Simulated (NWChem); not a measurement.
## Atomisation of CF3

```
C
F 1 1.3286
F 1 1.3286 2 111.32
F 1 1.3286 2 111.32 3 124.84
```
Charge 0, spin multiplicity 2.

All runs are NWChem calculations. All single points use one geometry, from UPBE/def2-SVP, a minimum by its harmonic frequencies.

Basis set: def2-TZVP. The atomisation energy is electronic alone: no zero-point, thermal, spin-orbit or counterpoise terms. No value is extrapolated to the basis-set limit. Free atoms are single determinants with multiplicities F 2, C 3.

The structure started from a generated list of species. The unpaired electrons of the parent sit in orbitals of symmetry a' (Cs labels of the run); other states weren't searched. No SCF solution was tested for a lower state. Open-shell Hartree-Fock references start from PBE0 orbitals.

### Question
For the atomisation energy, PBE gives 372.6 kcal/mol and r2SCAN gives 354.4 kcal/mol. What do HF, PBE0, BHandHLYP give?

### Answer
HF: 221.9 kcal/mol; PBE0: 350.3 kcal/mol; BHandHLYP: 316.2 kcal/mol.
